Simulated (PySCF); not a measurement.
How methods differ on the ionisation energy of Mn²⁺

Mn²⁺ [Ar] 3d5 (6S) → Mn³⁺ [Ar] 3d4 (5D), as a difference of total energies. All numbers are calculated (PySCF 2.14, no relativity, point nucleus, in aug-cc-pVTZ with one added diffuse shell each of s, p, d, f, g type (9s8p6d4f3g, 118 functions)). Correlated levels: valence: [Ar] frozen. The calculations carry no spin-orbit coupling.

```csv
method,ionisation energy (eV)
UHF,32.588
LDA,34.653
PBE,34.257
PBE0,34.084
r2SCAN,34.112
B3LYP,34.086
PBEsol,34.310
r2SCAN0,34.001
MP2 (valence),33.422
SCS-MP2 (valence),32.866
```

**Question.** How much does correlation contribute at MP2 (valence)?

**Answer.** 33.422 − (32.588) = 0.834 eV, measured against UHF.

A first-order spin-orbit estimate (lowest level to lowest level, LS coupling) adds -0.079 eV.

These non-relativistic numbers lack the scalar-relativistic shift.

Errors of the correlated levels include the incompleteness of this basis and the frozen core.

For comparison: 33.668 ± 0.012 eV (measured; NIST Atomic Spectra Database, ionization energies).
